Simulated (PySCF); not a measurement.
Work out the structure from these simulated measurements.

Elements present: C, H, O and P. Monoisotopic mass: 134.0861 u.

| Property | Result |
| --- | --- |
| UV, strongest line | among the 10 lowest singlet transitions: S9 at 8.31 eV (149 nm, f = 0.045) [TDDFT CAM-B3LYP/def2-SVPD] |
| NMR, other nuclei | isotropic shieldings of nuclei other than C and H, by class: 249 (1 O), 291 (1 P) ppm [GIAO PBE0/pcSseg-1] |
| 13C NMR | chemical shifts (computed TMS as zero) by class: 21.4 (3 C), 7.2 (3 C) ppm [GIAO PBE0/pcSseg-1] |
| UV, first state | lowest singlet excitation: 7.15 eV (173 nm, f = 0.023) [TDDFT CAM-B3LYP/def2-SVPD] |
| Rotational structure | rotational constants A, B, C: 1.995, 1.340, 1.051 GHz [PBE0-D3(BJ)/def2-SVP] |
| Polarisability | 99.1 au [CAM-B3LYP/def2-SVPD] |
| 1H NMR | chemical shifts (computed TMS as zero) by class: 1.29 (6 H), 1.04 (9 H) ppm [GIAO PBE0/pcSseg-1] |
| Valence photoelectron | vertical ionisation energy: 9.29 eV [ΔSCF CAM-B3LYP/def2-SVPD] |
| Triplet | lowest triplet excitation (Tamm–Dancoff): 6.97 eV [TDA CAM-B3LYP/def2-SVPD] |
| Dipole | 4.49 D [CAM-B3LYP/def2-SVPD] |

Gas-phase values; electronic properties from PySCF, density fitting. Levels stand in brackets. Isolated species at its PBE0-D3(BJ)/def2-SVP geometry (one conformer only). NMR classes are plain means over equivalent atoms (diastereotopic ones count apart unless rotation or inversion swaps them), as if these changed places fast.

Question: Which formula fits the mass and the elements?

Answer: C6H15OP (calculated 134.0861). No other formula that holds each of these elements comes within 0.0003 u with a fitting electron parity and a possible valence count.

Question: Give a SMILES that accounts for the data.

Answer: Numbering: `[CH3:1][CH2:2][P:3](=[O:4])([CH2:5][CH3:6])[CH2:7][CH3:8]`. 6 carbons fall into 2 classes; from least to most shielded: sp3 carbon bound to phosphorus [C2/C5/C7] (21.4 ppm, 3 C, up to 3.0 ppm apart in this geometry), methyl carbon [C1/C6/C8] (7.2 ppm, 3 C, up to 3.3 ppm apart in this geometry). Hydrogen classes from least to most shielded: 6 H on 3 like atoms (sp3 carbon bound to phosphorus), C2/C5/C7 (1.29 ppm), 9 H on 3 methyl carbons, C1/C6/C8 (1.04 ppm, a mean of values up to 1.2 ppm apart in this geometry). The other shieldings belong to: 249 ppm, phosphoryl oxygen [O4]; 291 ppm, phosphoryl phosphorus [P3]. The first electron is taken from the HOMO, whose largest Löwdin shares are 0.60 on the phosphoryl oxygen, 0.13 on the phosphoryl phosphorus and 0.11 on an sp3 carbon bound to phosphorus. By its constants the optimised geometry is an asymmetric top. Structure: `CCP(=O)(CC)CC`. Computed isomers that give other values at the same levels: `CCCPCCOC` (13C chemical shifts (computed TMS as zero) by class: 66.9 (1 C), 56.9 (1 C), 25.3 (1 C), 23.7 (1 C), 22.1 (1 C), 15.8 (1 C) ppm). The assignments are read from this structure; whether some other isomer fits the data as well wasn't checked.

Shape of the structure used: `[CH3:1][CH2:2][P:3](=[O:4])([CH2:5][CH3:6])[CH2:7][CH3:8]`: C1–C2–P3–O4 -54°, C2–P3–C5–C6 179°, C2–P3–C7–C8 57°.
